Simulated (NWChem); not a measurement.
Species: PbI cation, singlet; SMILES [I][Pb+]

```xyz
2

Pb     0.0000     0.0000    -1.0776
I      0.0000     0.0000     1.6461
```
Atoms are numbered in this order, from 1.

Low-valent species are run as closed-shell singlets; no triplet was tried in these runs. All runs use the structure optimised with PBE-D3(BJ)/def2-SVP. def2 effective core potentials on I, Pb; no spin-orbit coupling.

List the 4 lowest vertical singlet excitations from PBE/def2-SVP with def2 effective core potentials on I, Pb, full TDDFT (NWChem).


```
state  energy (eV)  oscillator strength  leading excitation (squared amplitude)
-----  -----------  -------------------  --------------------------------------
S1            2.76                0.000                  HOMO−1 → LUMO+1 (0.50)
S2            2.93                0.000                    HOMO−1 → LUMO (0.50)
S3            2.93                0.000                  HOMO−1 → LUMO+1 (0.50)
S4            3.69                0.004                    HOMO−2 → LUMO (0.99)
```
